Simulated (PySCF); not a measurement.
A survey of 19F NMR shifts

PySCF calculation with geometry from GFN2-xTB and PBE0/pcSseg-1 with gauge-including orbitals; rapidly exchanging positions averaged, one computed conformer, non-relativistic Hamiltonian, isolated molecule.

Shieldings were converted by a linear fit to measured shifts: 19F (scatter 6.0 ppm rms, 7.0 ppm with the 5 outliers that the fit left out vs CFCl3, solution or neat liquid, with a term for F on sp3 carbon). Occasional misses reach two or three times the rms, and more in compound classes unlike the fitted ones.

Give the 19F shifts of `CC(=O)/C(F)=C/CF`, `F/C=C\O[SiH2]CC(F)(F)F`, `C=C/C=C/OC(F)F`, `F/C=C(\F)[C@@H]([SiH3])OC(F)F`.

Results:


| compound | environment | δ (ppm) |
| --- | --- | --- |
| [CH3:1][C:2](=[O:3])/[C:4]([F:5])=[CH:6]/[CH2:7][F:8] | F5: vinylic fluorine | -125.7 |
| [CH3:1][C:2](=[O:3])/[C:4]([F:5])=[CH:6]/[CH2:7][F:8] | F8: fluorine on an sp3 carbon | -230.4 |
| [F:1]/[CH:2]=[CH:3]\[O:4][SiH2:5][CH2:6][C:7]([F:8])([F:9])[F:10] | F8/9/10: fluorine of a CF3 group (×3) | -57.0 |
| [F:1]/[CH:2]=[CH:3]\[O:4][SiH2:5][CH2:6][C:7]([F:8])([F:9])[F:10] | F1: vinylic fluorine | -172.5 |
| C=C/C=C/OC(F)F | fluorine of a CF2 group (×2) | -85.5 |
| [F:1]/[CH:2]=[C:3](\[F:4])[C@@H:5]([SiH3:6])[O:7][CH:8]([F:9])[F:10] | F10: fluorine of a CF2 group | -62.6 |
| [F:1]/[CH:2]=[C:3](\[F:4])[C@@H:5]([SiH3:6])[O:7][CH:8]([F:9])[F:10] | F9: fluorine of a CF2 group | -74.3 |
| [F:1]/[CH:2]=[C:3](\[F:4])[C@@H:5]([SiH3:6])[O:7][CH:8]([F:9])[F:10] | F4: vinylic fluorine | -145.5 |
| [F:1]/[CH:2]=[C:3](\[F:4])[C@@H:5]([SiH3:6])[O:7][CH:8]([F:9])[F:10] | F1: vinylic fluorine | -159.8 |
